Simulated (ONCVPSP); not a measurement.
## Pseudopotential generation for cerium (Ce): ONCV, PBEsol, scalar-relativistic.

The input file (ONCVPSP 4.0.1):

```
# ATOM AND REFERENCE CONFIGURATION
# atsym  z   nc   nv     iexc    psfile
  Ce 58.00    9    3  -116133      upf
#
#   n    l    f
    1    0    2.00
    2    0    2.00
    2    1    6.00
    3    0    2.00
    3    1    6.00
    3    2   10.00
    4    0    2.00
    4    1    6.00
    4    2   10.00
    4    3    1.00
    5    0    2.00
    5    1    6.00
#
# PSEUDOPOTENTIAL AND OPTIMIZATION
# lmax
    3
#
#   l,   rc,      ep,       ncon, nbas, qcut
    0    2.45    0.00    3    7    5.00
    1    2.45    0.00    4    9    7.20
    2    2.30    0.03    4    7    3.50
    3    1.65    0.00    5   10   11.10
#
# LOCAL POTENTIAL
# lloc, lpopt,  rc(5),   dvloc0
    4    5    1.05   -1.00
#
# VANDERBILT-KLEINMAN-BYLANDER PROJECTORs
# l, nproj, debl
    0    2    2.70
    1    1    2.60
    2    2    0.90
    3    2    2.10
#
# MODEL CORE CHARGE
# icmod, fcfact, rcfact
    3    4.75    1.50
#
# LOG DERIVATIVE ANALYSIS
# epsh1, epsh2, depsh
   -4.00    5.00    0.02
#
# OUTPUT GRID
# rlmax, drl
    6.00    0.01
#
# TEST CONFIGURATIONS
# ncnf
    4
# nvcnf
#   n    l    f
    5
    4    3    1.00
    5    0    2.00
    5    1    6.00
    5    2    1.00
    6    0    2.00
#
    5
    4    3    1.00
    5    0    2.00
    5    1    6.00
    5    2    1.00
    6    0    1.00
#
    4
    4    3    1.00
    5    0    2.00
    5    1    6.00
    5    2    1.00
#
    4
    4    3    2.00
    5    0    2.00
    5    1    6.00
    5    2    1.00
#
```

Command:

```bash
oncvpsp.x < Ce.dat > Ce.out
```

Output (shortened: citation, most of the input echo, consistency checks and plot data are left out):

```
ONCVPSP  (Optimized Norm-Conservinng Vanderbilt PSeudopotential)
scalar-relativistic version 4.0.1

#   n    l    f        energy (Ha)
    1    0    2.00    -1.4801367E+03
    2    0    2.00    -2.3773522E+02
    2    1    6.00    -2.1303353E+02
    3    0    2.00    -5.1865159E+01
    3    1    6.00    -4.4010381E+01
    3    2   10.00    -3.2847492E+01
    4    0    2.00    -1.1176448E+01
    4    1    6.00    -8.6116932E+00
    4    2   10.00    -4.9210855E+00
    4    3    1.00    -1.0546298E+00
    5    0    2.00    -2.3415218E+00
    5    1    6.00    -1.6884236E+00

Reference configufation results
  iterations    21
  all-electron total energy (Ha)   -8.85576464D+03

Begin loop to  construct optimized pseudo wave functions
and semi-local pseudopoentials for all angular momenta

WARNING wellstate: moderately localized bound state found for n= 6 l=  0
WARNING scattering state with energy  0.05000000
WARNING will be used for the first projector

   Wellstate for l =  0  n =  7
     eigenvalue =   0.0500
     asymptotic potential =   0.5500
     half-point radius =  4.0767

Calculating optimized projector #   1

 for l=   0

    Fraction of norm inside rc  0.960280
    Optimizing pswf for qcut=   5.00 a_B^-1,  ecut=  12.51 Ha
    Residual kinetic energy error=  1.21D-06 Ha

    Energy error per electron        Cutoff
         Ha          eV             Ha
         0.01000     0.27211        5.67
         0.00100     0.02721        8.12
         0.00010     0.00272        9.85
         0.00001     0.00027       11.26

Calculating optimized projector #   2

 for l=   0

    Fraction of norm inside rc  0.109704
    Optimizing pswf for qcut=   5.00 a_B^-1,  ecut=  12.51 Ha
    Residual kinetic energy error=  6.70D-06 Ha

    Energy error per electron        Cutoff
         Ha          eV             Ha
         0.01000     0.27211        5.80
         0.00100     0.02721        8.63
         0.00010     0.00272       10.66
         0.00001     0.00027       12.23

Calculating optimized projector #   1

 for l=   1

    Fraction of norm inside rc  0.896874
    Optimizing pswf for qcut=   7.20 a_B^-1,  ecut=  25.90 Ha
    Residual kinetic energy error=  2.44D-09 Ha

    Energy error per electron        Cutoff
         Ha          eV             Ha
         0.01000     0.27211        7.99
         0.00100     0.02721       12.58
         0.00010     0.00272       15.86
         0.00001     0.00027       18.46

WARNING wellstate: moderately localized bound state found for n= 5 l=  2
WARNING scattering state with energy  0.05000000
WARNING will be used for the first projector

   Wellstate for l =  2  n =  7
     eigenvalue =   0.0500
     asymptotic potential =   0.5500
     half-point radius =  7.5259

   Wellstate for l =  2  n =  7
     eigenvalue =   0.9500
     asymptotic potential =   1.4500
     half-point radius =  4.1458

Calculating optimized projector #   1

 for l=   2

    Fraction of norm inside rc  0.075184
    Optimizing pswf for qcut=   3.51 a_B^-1,  ecut=   6.15 Ha
    Residual kinetic energy error=  1.26D-03 Ha

    Energy error per electron        Cutoff
         Ha          eV             Ha
         0.01000     0.27211        4.61
         0.00100     0.02721        6.32
         0.00010     0.00272       11.08
         0.00001     0.00027       23.21

Calculating optimized projector #   2

 for l=   2

    Fraction of norm inside rc  0.086836
    Optimizing pswf for qcut=   3.51 a_B^-1,  ecut=   6.15 Ha
    Residual kinetic energy error=  4.71D-03 Ha

    Energy error per electron        Cutoff
         Ha          eV             Ha
         0.01000     0.27211        5.62
         0.00100     0.02721        7.31
         0.00010     0.00272       14.17
         0.00001     0.00027       37.94

   Wellstate for l =  3  n =  6
     eigenvalue =   1.0454
     asymptotic potential =   1.5454
     half-point radius =  3.4213

Calculating optimized projector #   1

 for l=   3

    Fraction of norm inside rc  0.866339
    Optimizing pswf for qcut=  11.11 a_B^-1,  ecut=  61.71 Ha
    Residual kinetic energy error=  8.77D-06 Ha

    Energy error per electron        Cutoff
         Ha          eV             Ha
         0.01000     0.27211       45.24
         0.00100     0.02721       51.62
         0.00010     0.00272       56.70
         0.00001     0.00027       62.59

Calculating optimized projector #   2

 for l=   3

    Fraction of norm inside rc  0.075601
    Optimizing pswf for qcut=  11.11 a_B^-1,  ecut=  61.71 Ha
    Residual kinetic energy error=  2.36D-05 Ha

    Energy error per electron        Cutoff
         Ha          eV             Ha
         0.01000     0.27211       43.38
         0.00100     0.02721       51.65
         0.00010     0.00272       57.90
         0.00001     0.00027       77.29

Construct Vanderbilt / Kleinmman-Bylander projectors

B matrix Hermiticity error, ll=   0
   1   2   -1.8454E-04

  Orthonormal projector coefficients  1.4006E+01  1.0684E+00

B matrix Hermiticity error, ll=   2
   1   2   -2.8904E-05

  Orthonormal projector coefficients  6.9800E+00  7.2918E-01

B matrix Hermiticity error, ll=   3
   1   2   -2.2912E-04

  Orthonormal projector coefficients -7.2414E+00 -3.2045E+00

Model core correction analysis
  based on d2Exc/dn_idn_j

d2excae - all-electron derivatives

   -1.923499D-02   -1.435972D-02   -1.148392D-02
   -1.435929D-02   -2.629922D-02   -2.368993D-02
   -1.148355D-02   -2.368987D-02   -2.424058D-02

d2excps - pseudofunction derivatives with no core correction

   -7.679311D-02   -3.803187D-02   -2.317237D-02
   -3.803857D-02   -3.359923D-02   -2.635297D-02
   -2.317758D-02   -2.635324D-02   -2.665565D-02

rms 2nd derivative error    2.304752E-02

rmatch, rhocmatch    1.1587    4.0630

Teter function model core charge with specified parameters

d2excps - pseudofunction derivatives with core correction

   -3.699358D-02   -2.071402D-02   -1.388433D-02
   -2.071464D-02   -2.085191D-02   -1.941818D-02
   -1.388456D-02   -1.941792D-02   -2.148210D-02

rms 2nd derivative error    7.313926E-03

Pseudoatom total energy  -37.919631

Diagnostic tests using Vanderbilt-Kleinman-Bylander pseudopotentials
  1 or more projectors used as specified by nproj input data

   l    rcore       rmatch      e in        delta e   norm test  slope test

   0   2.4620764   2.5368304  -2.3415218   0.0000041   1.0001216   1.0001174
   0   2.4620764   2.5368304   0.0500000   0.0000417   1.0001148   1.0001148

   1   2.4620764   2.5368304  -1.6884236  -0.0000011   0.9999970   1.0000012

   2   2.3052803   2.3752736   0.0500000   0.0000000   1.0001509   1.0001509
   2   2.3052803   2.3752736   0.9500000   0.0000130   1.0002365   1.0002365

   3   1.6589557   1.7093252  -1.0546298   0.0000003   1.0001637   1.0001635
   3   1.6589557   1.7093252   1.0453702   0.0000655   1.0002273   1.0002273

 Testing for bound ghosts
   n   l    E NL Schr. Eq   E Basis Diag.   E Cutoff

       0                       -7.518430     31.49  WARNING - GHOST(-)
   1   0       -2.341518       -2.341480     31.49

       1                       -3.711310     50.18  WARNING - GHOST(-)
   2   1       -1.688425       -1.688419     50.18

   3   2       -0.868522       -0.868182     52.27

   4   3       -1.054630       -1.054365    222.09

 Testing for highly-localized positive-energy ghosts
       l    <radius>/rc     E Basis Diag.   E Cutoff

       2        0.764371        4.494284     52.27  WARNING - GHOST(+)

Test configuration 0

   n   l     f        eae           eps        diff
   1   0  2.0000-1480.13670590
   2   0  2.0000 -237.73522219
   2   1  6.0000 -213.03353224
   3   0  2.0000  -51.86515866
   3   1  6.0000  -44.01038098
   3   2 10.0000  -32.84749203
   4   0  2.0000  -11.17644826
   4   1  6.0000   -8.61169323
   4   2 10.0000   -4.92108554
   4   3  1.0000   -1.05462983   -1.05462953    2.95D-07
   5   0  2.0000   -2.34152185   -2.34151774    4.11D-06
   5   1  6.0000   -1.68842361   -1.68842474   -1.12D-06

    Total energies and differences
      AE_ref= -8.85576464D+03  AE_tst= -8.85576464D+03  dif=  0.00D+00
      PS_ref= -3.79196308D+01  PS_tst= -3.79196308D+01  dif=  4.97D-14
      PSP excitation error= -4.97D-14

Test configuration 1

   n   l     f        eae           eps        diff
   1   0  2.0000-1479.26609353
   2   0  2.0000 -236.86337912
   2   1  6.0000 -212.16169766
   3   0  2.0000  -50.99695435
   3   1  6.0000  -43.14214780
   3   2 10.0000  -31.97864035
   4   0  2.0000  -10.31169821
   4   1  6.0000   -7.74718653
   4   2 10.0000   -4.05703306
   4   3  1.0000   -0.19929244   -0.19911532    1.77D-04
   5   0  2.0000   -1.49249139   -1.49163347    8.58D-04
   5   1  6.0000   -0.85350157   -0.85319347    3.08D-04
   5   2  1.0000   -0.11293552   -0.11326696   -3.31D-04
   6   0  2.0000   -0.13855678   -0.13850414    5.26D-05

    Total energies and differences
      AE_ref= -8.85576464D+03  AE_tst= -8.85709784D+03  dif= -1.33D+00
      PS_ref= -3.79196308D+01  PS_tst= -3.92535112D+01  dif= -1.33D+00
      PSP excitation error=  6.78D-04

Test configuration 2

   n   l     f        eae           eps        diff
   1   0  2.0000-1479.48567196
   2   0  2.0000 -237.08205517
   2   1  6.0000 -212.38042259
   3   0  2.0000  -51.21548495
   3   1  6.0000  -43.36068182
   3   2 10.0000  -32.19715395
   4   0  2.0000  -10.53009734
   4   1  6.0000   -7.96555743
   4   2 10.0000   -4.27530756
   4   3  1.0000   -0.41689111   -0.41810023   -1.21D-03
   5   0  2.0000   -1.71016152   -1.70998240    1.79D-04
   5   1  6.0000   -1.07056202   -1.07035327    2.09D-04
   5   2  1.0000   -0.31549597   -0.31577593   -2.80D-04
   6   0  1.0000   -0.31301902   -0.31306183   -4.28D-05

    Total energies and differences
      AE_ref= -8.85576464D+03  AE_tst= -8.85687355D+03  dif= -1.11D+00
      PS_ref= -3.79196308D+01  PS_tst= -3.90291893D+01  dif= -1.11D+00
      PSP excitation error=  6.49D-04

Test configuration 3

   n   l     f        eae           eps        diff
   1   0  2.0000-1479.74220500
   2   0  2.0000 -237.33729388
   2   1  6.0000 -212.63572931
   3   0  2.0000  -51.47034267
   3   1  6.0000  -43.61554524
   3   2 10.0000  -32.45201665
   4   0  2.0000  -10.78456376
   4   1  6.0000   -8.21996346
   4   2 10.0000   -4.52953901
   4   3  1.0000   -0.66956148   -0.67306261   -3.50D-03
   5   0  2.0000   -1.96251852   -1.96349277   -9.74D-04
   5   1  6.0000   -1.32083019   -1.32083663   -6.44D-06
   5   2  1.0000   -0.54453599   -0.54473825   -2.02D-04

    Total energies and differences
      AE_ref= -8.85576464D+03  AE_tst= -8.85646791D+03  dif= -7.03D-01
      PS_ref= -3.79196308D+01  PS_tst= -3.86233161D+01  dif= -7.04D-01
      PSP excitation error=  4.13D-04

Test configuration 4

   n   l     f        eae           eps        diff
   1   0  2.0000-1479.19792966
   2   0  2.0000 -236.77068629
   2   1  6.0000 -212.07267358
   3   0  2.0000  -50.86971044
   3   1  6.0000  -43.01569202
   3   2 10.0000  -31.85531140
   4   0  2.0000  -10.20386342
   4   1  6.0000   -7.64579638
   4   2 10.0000   -3.96784953
   4   3  2.0000   -0.16819542   -0.17078174   -2.59D-03
   5   0  2.0000   -1.52418753   -1.50906305    1.51D-02
   5   1  6.0000   -0.91256943   -0.90942327    3.15D-03
   5   2  1.0000   -0.22490068   -0.22600808   -1.11D-03

    Total energies and differences
      AE_ref= -8.85576464D+03  AE_tst= -8.85687433D+03  dif= -1.11D+00
      PS_ref= -3.79196308D+01  PS_tst= -3.90318979D+01  dif= -1.11D+00
      PSP excitation error=  2.58D-03
```

Note: ghosts flagged at negative energy: s at -204.6 eV, p at -101.0 eV; GHOST(+) flagged for d at 122.3 eV. A true bound ghost makes a file unfit for plane-wave use.

The run took about 5.9 s on one core of a shared server CPU.
